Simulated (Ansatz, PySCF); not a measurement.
This Ansatz (a first-principles code) input computes a CCSD(T)/cc-pVDZ energy:

Ansatz 0.2 input:
```yaml
crystal:
  periodic: [false, false, false]
  atoms:
    - {symbol: B, position_ang: [-0.96835656, 0.06020399, -0.08290159]}
    - {symbol: N, position_ang: [0.62979045, -0.10333295, -0.00929991]}
    - {symbol: H, position_ang: [-1.26015208, 1.19350843, -0.42878227]}
    - {symbol: H, position_ang: [-1.46944059, -0.21032217, 0.99639791]}
    - {symbol: H, position_ang: [0.81895399, -1.07746645, 0.19117144]}
    - {symbol: H, position_ang: [1.35798315, 0.47421006, 0.66652686]}
    - {symbol: H, position_ang: [0.98590517, 0.04238085, -0.94570660]}
basis:
  gaussian:
    orbitals: cc-pVDZ
total_charge: -1
magnetization: {spin_polarized: false}
correlation: {method: ccsd_t, electrons: outside_noble_gas}
```

Write an input for the same energy in PySCF and say what it gives.


```python
from pyscf import gto, scf, mp, cc as ccmod

mol = gto.M(
    atom='''
    B    -0.96835656    0.06020399   -0.08290159
    N     0.62979045   -0.10333295   -0.00929991
    H    -1.26015208    1.19350843   -0.42878227
    H    -1.46944059   -0.21032217    0.99639791
    H     0.81895399   -1.07746645    0.19117144
    H     1.35798315    0.47421006    0.66652686
    H     0.98590517    0.04238085   -0.94570660
    ''',
    basis='cc-pvdz',
    charge=-1,
    spin=0,
    verbose=4,
)

mf = scf.RHF(mol)
mf.conv_tol = 1e-10
mf.max_cycle = 100
mf.kernel()
mp2 = mp.MP2(mf, frozen=2).run()
cc = ccmod.CCSD(mf, frozen=2)
cc.max_cycle = 100
cc.kernel()
et = cc.ccsd_t()
print(f'E(CCSD(T)) = {cc.e_tot + et:.9f}')
```
It gives -82.21989 Eh, and Ansatz -82.21989 Eh, a difference of 0.00 mEh.

It need not be the lowest isomer of its formula. Whether it binds its extra electron was not tested at this geometry.
